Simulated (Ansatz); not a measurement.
Calculated with Ansatz (gas phase, PBE0-D4/def2-TZVP geometries, no zero-point term in ΔE). CCSD(T)/CBS adds triple-zeta CCSD(T) − MP2 to the extrapolated MP2 energy (def2 sets, frozen cores). DFT in def2-TZVPP. One conformer a species, not always the lowest.

Reaction (ligand exchange at the Si–N bond): `CN([SiH3])CN` + `FC1NCO1` → `FC1OCN1[SiH3]` + `CNCN`

`CN([SiH3])CN`:

Z-matrix (Å, degrees):
```
C
N 1 1.444
H 1 1.096 2 111.3
H 1 1.092 2 110.5 3 -118.6
H 1 1.100 2 112.4 3 121.0
Si 2 1.719 1 120.4 3 141.3
C 2 1.453 1 114.7 3 -60.2
H 6 1.486 2 107.7 1 -165.6
H 6 1.488 2 108.4 1 -45.4
H 6 1.496 2 115.3 1 74.4
N 7 1.441 2 116.2 1 68.3
H 7 1.100 2 110.3 1 -53.9
H 7 1.094 2 107.8 1 -170.3
H 11 1.013 7 110.6 2 51.7
H 11 1.011 7 111.9 2 -68.7
```

`FC1NCO1`:

Cartesian coordinates in Å:
```
F -0.911 -0.099 1.925
C 0.027 -0.214 0.949
N -0.498 -0.665 -0.307
C 0.035 0.573 -0.871
O 0.392 1.035 0.435
H 0.858 -0.775 1.395
H -0.107 -1.528 -0.659
H 0.912 0.456 -1.517
H -0.708 1.217 -1.350
```

`FC1OCN1[SiH3]`:

```xyz
12

F    -1.526    1.073   -1.101
C    -0.253    0.572   -1.243
O     0.712    1.561   -1.060
C     1.146    0.894    0.131
N     0.200   -0.181   -0.123
Si   -0.636   -1.280    0.916
H    -0.235    0.098   -2.230
H     2.198    0.600    0.067
H     0.967    1.493    1.033
H    -1.550   -0.617    1.886
H    -1.414   -2.187    0.040
H     0.393   -2.027    1.684
```

`CNCN`:

```xyz
12

C    -1.224    0.034   -0.764
N    -0.111   -0.800   -0.370
C     0.629   -0.296    0.774
N     1.491    0.822    0.488
H    -0.856    0.991   -1.144
H    -1.776   -0.441   -1.577
H    -1.931    0.250    0.055
H    -0.433   -1.740   -0.176
H    -0.038    0.013    1.597
H     1.243   -1.121    1.148
H     0.958    1.661    0.305
H     2.047    0.626   -0.336
```

```
          level  ΔE (kJ/mol)
        ωB97X-V         -4.2
            PBE         -3.9
         r2SCAN         -4.2
CCSD/def2-TZVPP         -4.0
```

Problem. What does CCSD(T)/CBS give? (An estimate is asked.)

Solution. Computed: -3.9 kJ/mol. The listed levels differ from it by -0.3, 0.0, -0.3, -0.1 kJ/mol.

Largest T1 diagnostic among the species: 0.012.

In def2-TZVPP, CCSD(T) changes the Hartree–Fock value by +6.8 kJ/mol (the triples alone add +0.9 kJ/mol) and MP2 by +7.2 kJ/mol.

CCSD(T)/CBS has its own doubt, a few kJ/mol and more with outer-core shells, so smaller differences from it don't rank the levels.
